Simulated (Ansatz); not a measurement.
Breaking the O3–H4 bond in CdFHO (SMILES [OH][Cd][F]) (multiplicity 1 held, fragments rigid). Energies count from the point at 0.964 Å.
Geometry at that point (charge 0, multiplicity 1):
```xyz
4

Cd     0.0086     0.0063    -0.0013
F      1.2551     0.9206    -1.1752
O     -1.3176    -0.9670     1.0769
H     -1.1661    -0.8520     2.0216
```

Signs of static correlation in def2-TZVPP, with CASSCF(4,3), from Ansatz (a program for electronic structure) runs.

```
R (Å)  T1 of restricted CCSD  ⟨S²⟩ of UHF  largest double amplitude of restricted CCSD  weight of the CASSCF reference in MRCISD  CASSCF natural occupations
-----  ---------------------  -----------  -------------------------------------------  ----------------------------------------  --------------------------
0.771                  0.018        0.000                                        0.032                                     0.886              2.00 1.99 0.01
0.867                  0.018        0.000                                        0.033                                     0.886              2.00 1.99 0.01
0.964                  0.018        0.000                                        0.033                                     0.885              2.00 1.98 0.02
1.060                  0.019        0.000                                        0.034                                     0.885              2.00 1.97 0.03
1.156                  0.019        0.000                                        0.034                                     0.884              2.00 1.95 0.05
1.301                  0.021        0.000                                        0.047                                     0.884              2.00 1.92 0.08
1.445                  0.022        0.376                                          ___                                     0.884              2.00 1.87 0.13
1.686                  0.025        0.757                                        0.133                                     0.885              2.00 1.76 0.24
1.927                  0.028        0.904                                        0.273                                     0.886              2.00 1.61 0.39
2.216                  0.034        0.972                                          ___                                     0.887              2.00 1.42 0.58
2.602                  0.041        1.003                                        0.576                                     0.887              2.00 1.24 0.76
3.084                  0.046        1.012                                        0.710                                     0.887              2.00 1.11 0.89
```

Fill in the missing entries.


- 1.445, largest double amplitude of restricted CCSD: 0.067
- 2.216, largest double amplitude of restricted CCSD: 0.419

Doubts at one or more of the structures used: active orbitals that take no part (SC-NEVPT2 on CASSCF(4,3)/def2-TZVPP); a restricted determinant that unrestricted orbitals would lower (R-CCSD(T)/def2-TZVPP); other coupled-cluster roots lie near (R-CCSD(T)/def2-TZVPP); a spin-contaminated determinant (U-CCSD(T)/def2-TZVPP); T1 above 0.05 (U-CCSD(T)/def2-TZVPP); the program's own flag: other amplitudes (U-CCSD(T)/def2-TZVPP).
